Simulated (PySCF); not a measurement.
Computed properties of Si(F)(OH)2(SiH3) (FH5O2Si2), SMILES O[Si](O)(F)[SiH3]

Si(F)(OH)2(SiH3) (FH₅O₂Si₂), SMILES [SiH3][Si](O)(O)F. The structure is a stationary point at B3LYP-D3(BJ)/def2-SVP. This is a generated structure with no PubChem entry under its InChIKey; it may be hypothetical. Other conformers were not sampled. All values are computed for the isolated molecule unless a solvent is named; none is compared with measurement here.

**Structure.** All 24 harmonic modes at B3LYP-D3(BJ)/def2-SVP (PySCF) are real, so it is a minimum. With heavy atoms numbered as in [OH:1][Si:2]([OH:3])([F:4])[SiH3:5], the shortest bond between them is Si2–F4 at 1.633 Å and the longest Si2–Si5 at 2.331 Å.

**Vibrations.** The strongest infrared lines (harmonic, unscaled, degenerate partners summed) lie at 839 cm⁻¹ (276 km/mol, H 59 %, Si 20 %, F 14 %), 784 cm⁻¹ (174 km/mol, H 66 %, O 32 %), 761 cm⁻¹ (172 km/mol, H 48 %, O 34 %, F 13 %). The softest mode is at 103 cm⁻¹ and the zero-point energy is 35.3 kcal/mol.

**Electronic structure.** B3LYP/def2-TZVP (PySCF) places the frontier levels at -8.34 and -0.16 eV, a gap of 8.18 eV, and gives a dipole moment of 1.34 D and a mean polarisability of 59.0 bohr³. PBE/def2-TZVP (PySCF) at the same geometry gives -7.23 and -0.81 eV, so its gap is 1.76 eV narrower. An orbital gap is neither the optical nor the fundamental gap.

**Excitations.** TDDFT-M06-2X/def2-SVPD (PySCF) has S1 at 7.46 eV (166 nm, f = 0.095, bright); the most intense of the 10 singlets computed lies at 8.71 eV (f = 0.14). T1 (TDA) is at 6.69 eV. TDDFT-PBE/def2-SVPD (PySCF) puts S1 at 6.61 eV. No vertical singlet excitation falls in the visible range (under 3.1 eV).

**NMR.** GIAO shifts at PBE0/pcSseg-1 (PySCF) (non-relativistic, atoms alike by connectivity averaged): ¹H from 2.7 to 3.6 ppm against TMS; ²⁹Si from -116.3 to -25.3 ppm against TMS; ¹⁹F at -116.5 ppm against CFCl3.
